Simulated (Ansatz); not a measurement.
Total energies of MoS2Cl2 from Ansatz at PBE-D4/def2-TZVPD, gas phase (1 Eh = 27.2114 eV = 2625.5 kJ/mol). The reference geometry is relaxed at B3LYP-D4/def2-SVP.

```xyz
5

Mo   -0.002   -0.001   -0.004
S    -1.974    0.403   -0.619
S     0.934   -1.122   -1.520
Cl   -0.062   -1.235    1.891
Cl    1.104    1.956    0.252
```

```csv
state,geometry,energy (Eh)
charge 0 singlet,reference,-1784.60747
charge -1 doublet,reference,-1784.69027
free Mo atom (septet),–,-68.12409
free S atom (triplet),–,-397.93910
free Cl atom (doublet),–,-459.95933
```

In the def2 sets Mo takes a core potential; there is no spin–orbit coupling.

Task: Work out the vertical electron affinity, to the doublet.

Result: E(charge 0 singlet) − E(charge -1 doublet) = -1784.60747 − (-1784.69027) = 0.08280 Eh = 2.25 eV.

Task: What is the binding energy per atom against free atoms?

Result: Atoms: 1 × (-68.12409) + 2 × (-397.93910) + 2 × (-459.95933) = -1783.92095 Eh. Binding: -1783.92095 − (-1784.60747) = 0.68652 Eh = 18.68 eV, or 3.74 eV for each of 5 atoms (no zero-point energy, no counterpoise term).

The restricted singlet is unstable towards broken spin symmetry in Hartree–Fock (as tested in another run); at PBE-D4/def2-TZVPD this wasn't settled. At PBE-D4/def2-TZVPD the highest occupied level of the charge -1 doublet lies above zero (up to 0.25 eV). By energy differences its removal costs 2.25 eV (vertical, to the charge 0 singlet, at PBE-D4/def2-TZVPD); a positive level beside a positive removal energy at the same level points to self-interaction error.
